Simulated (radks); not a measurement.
Spherical jellium clusters: N electrons in a uniform positive sphere of charge N and radius rs N^(1/3), rs = 3.48 bohr. Level of theory: non-relativistic Kohn-Sham, LDA (Slater exchange, Perdew-Wang correlation), spin-polarised, spherical densities (a radial shooting solver with Libxc functionals). Levels are named by radial order and angular momentum (1s, 1p, 1d, 2s, ...), and open shells are averaged over m. Each electron was tried in the lowest free levels, single moves between levels near the top were tried too, and the lowest total energy was kept; such a search can miss a lower state. Energies include the self-energy of the background; IP and EA are vertical (highest electron removed, lowest free level filled), at fixed background; spill-out counts the electrons outside the background radius R, and alpha is the static dipole polarisability from linear response (closed shells only). A dash means not computed or, for alpha, an open shell; in EA it means that no bound solution was reached, which is typical of self-interaction and does not show that the anion is unstable. Real open-shell clusters deform, which this model forbids.

\begin{tabular}{lrrrrrrrrr}
N & open shells & 2S & E/N (eV) & E(N+1) + E(N-1) - 2E(N) (eV) & IP (eV) & EA (eV) & -e(HOMO) (eV) & spill-out (e) & alpha/R^3 \\ \hline
1 & 1s(up 1, down 0) & 1 & -1.084 & - & - & - & 3.274 & 0.43 & - \\
2 & none & 0 & -1.625 & 1.374 & 5.862 & - & 3.558 & 0.62 & 1.763 \\
3 & 1p(up 1, down 0) & 1 & -1.347 & -0.740 & 4.056 & - & 2.233 & 0.95 & - \\
4 & 1p(up 2, down 0) & 2 & -1.394 & -0.554 & 4.724 & - & 2.853 & 1.14 & - \\
5 & 1p(up 3, down 0) & 3 & -1.532 & 0.319 & 5.111 & - & 3.261 & 1.28 & - \\
6 & 1p(up 3, down 1) & 2 & -1.571 & -0.448 & 4.636 & - & 2.969 & 1.44 & - \\
7 & 1p(up 3, down 2) & 1 & -1.663 & -0.330 & 4.993 & 1.759 & 3.325 & 1.56 & - \\
8 & none & 0 & -1.773 & 1.527 & 5.229 & - & 3.582 & 1.66 & 1.517 \\
9 & 1d(up 1, down 0) & 1 & -1.689 & -0.317 & 3.617 & - & 2.150 & 1.86 & - \\
10 & 1d(up 2, down 0) & 2 & -1.654 & -0.277 & 3.927 & - & 2.466 & 2.02 & - \\
11 & 1d(up 3, down 0) & 3 & -1.650 & -0.241 & 4.171 & - & 2.722 & 2.15 & - \\
12 & 1d(up 4, down 0) & 4 & -1.667 & -0.209 & 4.368 & 1.566 & 2.935 & 2.27 & - \\
13 & 1d(up 5, down 0) & 5 & -1.697 & 0.380 & 4.531 & - & 3.114 & 2.37 & - \\
14 & 1d(up 5, down 1) & 4 & -1.696 & -0.219 & 4.104 & 1.463 & 2.758 & 2.48 & - \\
15 & 1d(up 5, down 2) & 3 & -1.710 & -0.189 & 4.295 & 1.668 & 2.957 & 2.59 & - \\
16 & 1d(up 5, down 3) & 2 & -1.733 & -0.165 & 4.453 & 1.845 & 3.126 & 2.68 & - \\
17 & 1d(up 5, down 4) & 1 & -1.764 & -0.145 & 4.586 & 2.000 & 3.271 & 2.77 & - \\
18 & none & 0 & -1.799 & 0.240 & 4.699 & 1.817 & 3.398 & 2.85 & 1.393 \\
19 & 2s(up 1, down 0) & 1 & -1.818 & 0.210 & 4.427 & 1.687 & 3.160 & 3.03 & - \\
20 & none & 0 & -1.825 & 0.644 & 4.223 & - & 3.001 & 3.25 & 1.433 \\
21 & 1f(up 1, down 0) & 1 & -1.800 & -0.154 & 3.605 & 1.232 & 2.401 & 3.36 & - \\
22 & 1f(up 2, down 0) & 2 & -1.785 & -0.142 & 3.742 & 1.383 & 2.545 & 3.45 & - \\
23 & 1f(up 3, down 0) & 3 & -1.777 & -0.131 & 3.863 & 1.519 & 2.675 & 3.54 & - \\
24 & 1f(up 4, down 0) & 4 & -1.775 & -0.121 & 3.972 & 1.643 & 2.792 & 3.62 & - \\
25 & 1f(up 5, down 0) & 5 & -1.778 & -0.111 & 4.070 & 1.757 & 2.899 & 3.70 & - \\
26 & 1f(up 6, down 0) & 6 & -1.785 & -0.103 & 4.158 & 1.861 & 2.996 & 3.77 & - \\
27 & 1f(up 7, down 0) & 7 & -1.796 & 0.340 & 4.239 & 1.532 & 3.085 & 3.84 & - \\
28 & 1f(up 7, down 1) & 6 & -1.793 & -0.115 & 3.877 & 1.656 & 2.754 & 3.92 & - \\
29 & 1f(up 7, down 2) & 5 & -1.795 & -0.106 & 3.977 & 1.768 & 2.861 & 4.00 & - \\
30 & 1f(up 7, down 3) & 4 & -1.800 & -0.098 & 4.068 & 1.872 & 2.958 & 4.07 & - \\
31 & 1f(up 7, down 4) & 3 & -1.808 & - & 4.150 & 1.967 & 3.048 & 4.14 & - \\
\end{tabular}

All shells are closed at N = 2, 8, 18, 20 (there: 1s2 1p6 1d10 2s2); the second difference of the energy has clear peaks (12 % above both neighbours; the first and last values, which can be the largest, are not judged, and half-filled shells can peak too) at N = 5, 8, 13, 18, 20, 27.
